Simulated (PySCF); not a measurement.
C₃H₃ (SMILES [CH]=C=C), doublet, at a GFN2-xTB geometry. Base run: BLYP/cc-pVDZ (PySCF).

Here is a job for PySCF.
```python
from pyscf import gto, scf, dft

mol = gto.Mole()
mol.atom = '''
    C     0.00140388   -0.01899720    0.10918779
    C     0.01684836   -0.22799011    1.31038999
    C    -0.01571971    0.21271738   -1.22260886
    H     0.03012627   -0.40766541    2.34308704
    H     0.89984787    0.24626573   -1.78481618
    H    -0.94516933    0.36701923   -1.74008438
'''
mol.basis = 'cc-pvdz'
mol.spin = 1
mol.verbose = 4
mol.build()

mf = dft.UKS(mol)
mf.xc = 'blyp'
mf.kernel()
mf.analyze()
```

The base run was repeated with changes; each row names its change, and settings that it needs were set with it.

```
change                                           ΔE vs base (mEh)  fitting functions  dipole (D)
-----------------------------------------------  ----------------  -----------------  ----------
base                                                        0.000                  -        0.02
auxbasis = cc-pvqz-jkfit                                   -0.022                471        0.02
auxbasis = def2-svp-ri                                     -4.446                186        0.02
auxbasis = cc-pvtz-jkfit                                   -0.045                327        0.02
auxbasis = def2-universal-jfit                             -0.062                180        0.02
auxbasis = autoaux                                         -0.008                408        0.02
auxbasis = def2-universal-jkfit                            -0.037                279        0.02
auxbasis = even-tempered beta=1.6                          -0.001                621        0.02
auxbasis = cc-pvdz-jkfit                                   -0.051                279        0.02
auxbasis = default (with mf = mf.density_fit())            -0.051                279        0.02
```

A fitting set is made for a task (jfit for Coulomb, jkfit for Coulomb and exchange, ri for correlation) and for a family of orbital bases.

Open shells are given as the SCF converged; they aren't shown to be the lowest states, and a large step between rows can be another state.
